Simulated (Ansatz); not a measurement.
Reaction (ligand exchange at a Te–Si bond): `C[SiH](N)[TeH]` + PH₃ → `P[TeH]` + `C[SiH2]N`

Gas-phase electronic energies from Ansatz, PBE0-D4/def2-TZVP geometries. CCSD(T)/CBS is the MP2 limit (def2-TZVPP, def2-QZVPP) plus CCSD(T) − MP2 in def2-TZVPP, frozen cores. This one scheme is used for every species. DFT in def2-TZVPP. def2 core potentials past Kr. For Te outer-core shells are correlated without core-valence functions, which leaves a few kJ/mol of doubt a bond. One conformer a species, not always the lowest.

| level | ΔE (kcal/mol) |
| --- | --- |
| PBE0-D4 | 9.4 |
| ωB97X-V | 9.3 |
| B2PLYP | 8.2 |
| r2SCAN | 8.9 |
| MP2/def2-TZVPP | 10.3 |
| MP2/def2-QZVPP | 10.0 |
| SCS-MP2/def2-QZVPP | 9.1 |
| HF/CBS(def2) | 7.7 |

What does CCSD(T)/CBS give? (Best estimate.)

Ansatz gave: +9.4 kcal/mol. The listed levels differ from it by 0.0, -0.1, -1.2, -0.5, 0.9, 0.6, -0.3, -1.7 kcal/mol.

Largest T1 diagnostic among the species: 0.013.

In def2-TZVPP, CCSD(T) changes the Hartree–Fock value by +1.7 kcal/mol (the triples alone add +0.1 kcal/mol) and MP2 by +2.3 kcal/mol. The D4 term adds +1.5 kcal/mol with B3LYP and +0.9 kcal/mol with PBE0; it sums over pairs of atoms, weighted by their polarisabilities, and B3LYP, whose exchange is more repulsive, gets the larger term.

B3LYP here is the variant with VWN-RPA as its local correlation; programs differ in this.
